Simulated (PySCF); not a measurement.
Vertical excitations of a molecule C2H7NOSi2 from TDDFT-PBE/def2-SVPD (PySCF), as energy in eV (oscillator strength): 4.12 (0.006), 4.89 (0.012), 5.27 (0.002), 5.39 (0.014), 5.48 (0.016), 5.61 (0.017), 6.01 (0.010), 6.08 (0.012), 6.19 (0.029), 6.29 (0.023). Lowest triplet (TDA): 3.84 eV. Geometry: B3LYP-D3(BJ)/def2-SVP. Other conformers were not sampled.

### Question
Identify the compound among the candidates.
(A) C=CN1[SiH2]O[SiH2]1
(B) N[Si@]1(O)C=C[SiH2]1
(C) [SiH3]N[Si@@H]1C=CO1
(D) C[Si@]1(O)N=C[SiH2]1

### Answer
B, N[Si@]1(O)C=C[SiH2]1
